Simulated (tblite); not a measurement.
Compound: C₆H₁₂O₂P (charge -1).
Cartesian coordinates in Å at the GFN2-xTB level; atoms count from 1:
```xyz
21
C6H12O2P angstrom
C      2.4984    1.1744    0.8805
C      2.2267   -0.0414    0.4284
C      1.5459   -0.3518   -0.8346
P     -0.0769   -1.2814   -0.5220
O     -0.7783   -1.4385   -1.8280
O      0.2275   -2.4929    0.2897
C     -0.9977   -0.0309    0.5370
C     -2.2759   -0.7432    0.9390
C     -1.2889    1.2392   -0.2382
H      2.9535    1.3427    1.8450
H      2.2573    2.0603    0.3113
H      2.4696   -0.9075    1.0315
H      1.3715    0.5310   -1.4495
H      2.1095   -1.0875   -1.4174
H     -0.4005    0.1911    1.4277
H     -2.8321   -1.0043    0.0391
H     -2.9081   -0.1288    1.5870
H     -2.0231   -1.6684    1.4535
H     -0.3817    1.8230   -0.3811
H     -2.0214    1.8627    0.2822
H     -1.6841    0.9693   -1.2159
```

Computed values, GFN2-xTB/tblite, gas phase, harmonic and unscaled. This tight-binding method is rough: wavenumbers can miss measured ones by several per cent, in bad cases by 10 to 20. One conformer, not necessarily the lowest.

Harmonic wavenumbers (cm⁻¹): 45.4, 71.9, 86.3, 140.4, 169.6, 181.4, 198.0, 221.2, 263.4, 293.8, 334.2, 374.9, 415.0, 455.8, 469.6, 595.5, 640.4, 720.2, 792.8, 842.5, 933.7, 938.5, 955.4, 987.4, 1005.7, 1011.0, 1044.9, 1088.2, 1141.3, 1152.7, 1178.4, 1186.5, 1227.1, 1249.7, 1282.9, 1312.2, 1392.0, 1402.5, 1419.7, 1453.0, 1488.7, 1499.2, 1504.2, 1511.3, 1694.8, 2914.0, 2919.5, 2931.6, 2943.7, 2976.4, 3005.7, 3017.9, 3021.4, 3023.0, 3048.5, 3062.8, 3078.9.

A = 1746, B = 1152, C = 936.1 MHz; mass 147.057 u (most abundant isotopes); point group C1, symmetry number 1.

Task: What is the zero-point energy?

Result: Half the sum of the wavenumbers: 37158 cm⁻¹ = 106.24 kcal/mol.

Task: Give the ideal-gas entropy at 200 K and 1 bar in the rigid-rotor, harmonic-oscillator model (classical rotation).

Result: Translation 38.91, rotation 28.33, vibration 23.18: S = 90.4 cal/(mol K).

Task: And Cp and H(200 K) − H(0)?

Result: Cp = 32.88 cal/(mol K), of which vibrations give 24.93 (their classical limit is 57 R = 113.3); H(200 K) − H(0) = 4.16 kcal/mol without the zero-point energy, 2.57 from vibrations.

Task: Which modes carry the vibrational entropy at 200 K?

Result: 45.4 cm⁻¹: 4.22; 71.9 cm⁻¹: 3.32; 86.3 cm⁻¹: 2.97; 140.4 cm⁻¹: 2.05; 169.6 cm⁻¹: 1.71; 181.4 cm⁻¹: 1.59 cal/(mol K); the other 51 give 7.32 together.

Task: What must be added to the electronic energy to get the Gibbs energy at 200 K and 1 bar?

Result: ZPE + [H(200 K) − H(0)] − T·S = 106.24 + 4.16 − 18.08 = 92.32 kcal/mol.

Task: Blend soft modes into free rotors: weight 1/[1 + (100 cm⁻¹/ν̃)⁴] for the oscillator and the rest for a rotor with moment μB/(μ + B), μ = h/(8π²ν), B = 10⁻⁴⁴ kg m². What vibrational entropy results?

Result: 21.71 cal/(mol K) in place of 23.18, which changes −T·S at 200 K by +0.29 kcal/mol.

Task: How do the functions run with temperature in this model?

Result: 
```tsv
T (K)	S (cal/(mol K))	Cp (cal/(mol K))	H − H(0) (kcal/mol)	G − H(0) (kcal/mol)	ln q(vib)
150	81.7	27.6	2.64	-9.62	3.58
250	98.3	38.1	5.93	-18.65	6.80
298.15	105.5	43.2	7.89	-23.56	8.32
400	119.7	53.8	12.84	-35.03	11.46
600	144.9	70.5	25.37	-61.54	17.38
900	176.8	86.8	49.18	-109.95	25.62
```

q(vib) and H(0) count from the zero-point level.

Hindered rotation and anharmonicity are outside this model. Other conformers, if any are populated, would add a mixing term that is left out. The structure is chiral; the term R ln 2 for an equal mix with its mirror image is left out.

Time: 1.6 s. Hardware: an Arm Neoverse N1 with one thread, no GPU, on a shared host. This covers the Hessian and the dipole derivatives.
